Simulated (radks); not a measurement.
Minus the highest occupied eigenvalue as an estimate of the ionisation energy, Pd20+ to Pd39+. The LB94 potential has the -1/r tail that LDA and GGA lack but no energy functional. Calculated with a radial shooting solver on a logarithmic mesh with Libxc functionals: Dirac Kohn-Sham, LB94 model potential, spin-unpolarised, spherical densities, finite nucleus; open shells fill j = l - 1/2 first; Fermi nuclear charge, rms radius 4.5318 fm.

Pd20+: configuration [Ar] 3d8; HOMO 3d5/2; -e(HOMO) (eV) 929.59; <r> (bohr) 0.338; IE, NIST (eV) 933; kind theory
Pd21+: configuration [Ar] 3d7; HOMO 3d5/2; -e(HOMO) (eV) 994.99; <r> (bohr) 0.332; IE, NIST (eV) 1000; kind theory
Pd22+: configuration [Ar] 3d6; HOMO 3d5/2; -e(HOMO) (eV) 1062.0; <r> (bohr) 0.327; IE, NIST (eV) 1065; kind theory
Pd23+: configuration [Ar] 3d5; HOMO 3d5/2; -e(HOMO) (eV) 1130.5; <r> (bohr) 0.322; IE, NIST (eV) 1145; kind theory
Pd24+: configuration [Ar] 3d4; HOMO 3d3/2; -e(HOMO) (eV) 1208.0; <r> (bohr) 0.315; IE, NIST (eV) 1218; kind theory
Pd25+: configuration [Ar] 3d3; HOMO 3d3/2; -e(HOMO) (eV) 1280.2; <r> (bohr) 0.310; IE, NIST (eV) 1290; kind theory
Pd26+: configuration [Ar] 3d2; HOMO 3d3/2; -e(HOMO) (eV) 1354.0; <r> (bohr) 0.305; IE, NIST (eV) 1366; kind theory
Pd27+: configuration [Ar] 3d1; HOMO 3d3/2; -e(HOMO) (eV) 1429.2; <r> (bohr) 0.301; IE, NIST (eV) 1438; kind theory
Pd28+: configuration [Ar]; HOMO 3p3/2; -e(HOMO) (eV) 1640.1; <r> (bohr) 0.338; IE, NIST (eV) 1644; kind semi-emp.
Pd29+: configuration [Ne] 3s2 3p5; HOMO 3p3/2; -e(HOMO) (eV) 1708.8; <r> (bohr) 0.335; IE, NIST (eV) 1706; kind semi-emp.
Pd30+: configuration [Ne] 3s2 3p4; HOMO 3p3/2; -e(HOMO) (eV) 1778.5; <r> (bohr) 0.332; IE, NIST (eV) 1781; kind semi-emp.
Pd31+: configuration [Ne] 3s2 3p3; HOMO 3p3/2; -e(HOMO) (eV) 1849.0; <r> (bohr) 0.329; IE, NIST (eV) 1869; kind semi-emp.
Pd32+: configuration [Ne] 3s2 3p2; HOMO 3p1/2; -e(HOMO) (eV) 1960.7; <r> (bohr) 0.318; IE, NIST (eV) 1962; kind semi-emp.
Pd33+: configuration [Ne] 3s2 3p1; HOMO 3p1/2; -e(HOMO) (eV) 2034.3; <r> (bohr) 0.315; IE, NIST (eV) 2016; kind semi-emp.
Pd34+: configuration [Ne] 3s2; HOMO 3s1/2; -e(HOMO) (eV) 2185.3; <r> (bohr) 0.329; IE, NIST (eV) 2181; kind semi-emp.
Pd35+: configuration [Ne] 3s1; HOMO 3s1/2; -e(HOMO) (eV) 2256.8; <r> (bohr) 0.326; IE, NIST (eV) 2248.9; kind semi-emp.
Pd36+: configuration [Ne]; HOMO 2p3/2; -e(HOMO) (eV) 5251.1; <r> (bohr) 0.119; IE, NIST (eV) 5284; kind semi-emp.
Pd37+: configuration [He] 2s2 2p5; HOMO 2p3/2; -e(HOMO) (eV) 5447.0; <r> (bohr) 0.118; IE, NIST (eV) 5475; kind semi-emp.
Pd38+: configuration [He] 2s2 2p4; HOMO 2p3/2; -e(HOMO) (eV) 5645.3; <r> (bohr) 0.117; IE, NIST (eV) 5683; kind semi-emp.
Pd39+: configuration [He] 2s2 2p3; HOMO 2p3/2; -e(HOMO) (eV) 5845.8; <r> (bohr) 0.116; IE, NIST (eV) 5880; kind semi-emp.

Reference values: NIST Atomic Spectra Database (exp. = measured, semi-emp. = semi-empirical, theory = theoretical value adopted there). Spin polarisation and multiplet splitting are left out.

Beside tabulated values, note that spin-unpolarised runs miss the spin-polarisation part of the exchange energy of open shells.
